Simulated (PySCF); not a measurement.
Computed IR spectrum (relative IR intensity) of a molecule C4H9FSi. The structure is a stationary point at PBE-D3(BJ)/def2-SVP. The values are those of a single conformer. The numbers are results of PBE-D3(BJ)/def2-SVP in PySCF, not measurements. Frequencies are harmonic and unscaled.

Lines under 2 % of the strongest are left out, and lines within 2 cm⁻¹ are merged.

```tsv
ν (cm⁻¹)	relative intensity
280	2.3
409	3.6
474	4.7
663	5.3
678	5.0
727	25
809	2.2
854	20
868	100
907	30
957	17
1039	20
1130	11
1213	7.3
1254	7.1
1400	2.6
1407	3.8
1674	7.2
2153	47
2163	45
2963	10
3029	4.1
3085	2.2
3108	2.9
```

Problem. Which structure fits?
(A) CC(C)=C(F)[SiH3]
(B) C=C[C@H](F)[SiH2]C
(C) C/C=C(\F)[SiH2]C
(D) C[C@H]1C[C@@]1(F)[SiH3]

Solution. C, C/C=C(\F)[SiH2]C
